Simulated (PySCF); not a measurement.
F₂H₄SSi₂.

```xyz
9

Si    -1.6193    -0.1827    -0.0254
F     -2.0906     0.5611     1.3428
S      0.0596     0.8288    -0.8913
Si     1.6080    -0.0643     0.2902
F      2.0073    -1.5256    -0.3036
H     -1.2565    -1.5717     0.3347
H     -2.7223    -0.1001    -1.0047
H      1.1456    -0.2700     1.6811
H      2.7873     0.8197     0.1893
```

Geometry optimised at TPSSh-D3(BJ)/def2-SVP. One conformer was computed; it need not be the lowest.

The numbers are results of PBE0/pcSseg-1 (PySCF), not measurements. Non-relativistic, no solvent.

Computed absolute GIAO shielding of each atom: isotropic value and principal components (ppm):
```tsv
atom	σ(iso)	σ11	σ22	σ33	span
Si1	345.3	294.5	340.9	400.6	106.0
F2	358.4	305.2	357.3	412.9	107.7
S3	653.5	512.8	645.2	802.5	289.7
Si4	345.3	294.9	341.0	400.2	105.3
F5	358.6	304.9	357.7	413.1	108.1
H6	25.7	21.7	25.2	30.4	8.7
H7	25.8	21.7	24.1	31.5	9.9
H8	25.7	21.7	25.1	30.4	8.7
H9	25.8	21.7	24.0	31.6	9.9
```
